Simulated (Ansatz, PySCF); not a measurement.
Process, species as SMILES: FC(F)Cl [chloro(difluoro)methane] + 2 C (CH4) -> CCl (CH3Cl) + 2 CF (CH3F)
Geometries: B3LYP-D3(BJ)/def2-TZVP minima from Ansatz (a first-principles code). Frequencies are from Ansatz or PySCF.

Quantity: bond separation energy (0 K, with B3LYP-D3(BJ) harmonic zero-point energies), in kcal/mol. Valence correlation only, unless marked. Spin-orbit coupling is left out. Non-relativistic. Basis-set limits of correlation are two-point, X^-3; Hartree-Fock from the larger set. [CCSD(T)-MP2]/basis is that difference in the basis named.

| level | program | bond separation energy (kcal/mol) |
|---|---|---|
| HF-D4/def2-TZVPD | PySCF + dftd4 | ? |
| r2SCAN-D4/def2-TZVPD | Ansatz + dftd4 | ? |
| HSE06-D3(BJ)/def2-TZVPD | Ansatz + dftd3 | 19.4 |
| PBE-QIDH/def2-TZVPD | Ansatz | 19.4 |
| RPA@PBE/cc-pV(Q+d)Z | Ansatz | ? |
| CCSD/STO-3G | Ansatz | 19.2 |
| RI-MP2/CBS(aug-cc-pV(T+d)Z,aug-cc-pV(Q+d)Z)+[CCSD(T)-MP2]/aug-cc-pV(T+d)Z | Ansatz | 18.6 |

Question: Fill in the missing entries.

Answer: 
- HF-D4/def2-TZVPD, bond separation energy (kcal/mol): 15.6
- r2SCAN-D4/def2-TZVPD, bond separation energy (kcal/mol): 22.1
- RPA@PBE/cc-pV(Q+d)Z, bond separation energy (kcal/mol): 16.8
